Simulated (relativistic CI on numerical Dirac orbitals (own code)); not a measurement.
**Co XIV: sensitivity of the levels to the model**

Base calculation: Dirac-Coulomb-Breit CI, orbitals from a KLI potential per configuration, model QED, unscaled Slater integrals.

CI space (outside the closed core [Ne]): 3s²3p², 3s3p³, 3s²3p3d, 3p⁴, 3s3p²3d, 3p³3d, 3s3p3d², 3s²3p4s, 3s²3d4p, 3p³4s, 3s²3p4p, 3p³4p, 3s3p3d4s, 3s²3d², 3s3d³, 3p²3d², 3p3d³, 3p3d²4s, 3p3d²4p, 3s²3d4s, 3s3d²4s. Double excitations out of closed p, d and f shells are left out; levels of such configurations are missing from the list, as are those of other unlisted configurations, and high levels can miss mixing partners.

The lowest level and the first level of each name with at least 55 % of one term (blank where a level has no safe partner in the second run):

| Level | Base (cm⁻¹) | Shift (cm⁻¹) |
| --- | --- | --- |
| 3s²3p² ³P0 | 0 | 0 |
| 3s²3p² ³P1 | 11596 | +369 |
| 3s²3p² ³P2 | 22697 | +20 |
| 3s²3p² ¹D2 | 57250 | -2632 |
| 3s²3p² ¹S0 | 104676 | -6542 |
| 3s3p³ ⁵S°2 | 229600 | +9722 |
| 3s3p³ ³D°1 | 310796 | +3577 |
| 3s3p³ ³D°2 | 310994 | +3528 |
| 3s3p³ ³D°3 | 314735 | +3761 |
| 3s3p³ ³P°0 | 357304 | -447 |
| 3s3p³ ³P°1 | 358281 | -294 |
| 3s3p³ ³P°2 | 359076 | +115 |
| 3s3p³ ³S°1 | 454463 | -10601 |
| 3s²3p3d ³F°2 | 466224 | +1335 |
| 3s²3p3d ³F°3 | 474431 | +1433 |
| 3s3p³ ¹P°1 | 482005 | -11078 |
| 3s²3p3d ³F°4 | 486784 | +1554 |
| 3s²3p3d ³P°1 | 538790 | -6224 |
| 3s²3p3d ³P°0 | 546760 | -5482 |
| 3s²3p3d ³D°3 | 556270 | -6849 |
| 3s²3p3d ³D°2 | 556442 | -6703 |
| 3s²3p3d ¹F°3 | 609908 | -10880 |

At this charge energies of transitions that change n are usually good to better than 1 %, and those within a shell (Δn = 0) to a few per cent.

**Question.** One thing was changed in a second run, which moved the levels as shown. Which?
A. valence Slater integrals scaled by 0.9
B. configuration mixing switched off
C. Breit term removed
D. non-relativistic limit
E. QED terms removed

**Answer.** A. Valence Slater integrals scaled by 0.9. Scaling acts on the splittings between terms and on the mixing, and leaves the fine structure of pure LS terms nearly alone; in jj coupling it moves the levels of one term differently.

LS names give the leading component of a level, which can be under half, so a name can repeat, a term be missing and a line seem to break the LS rules.
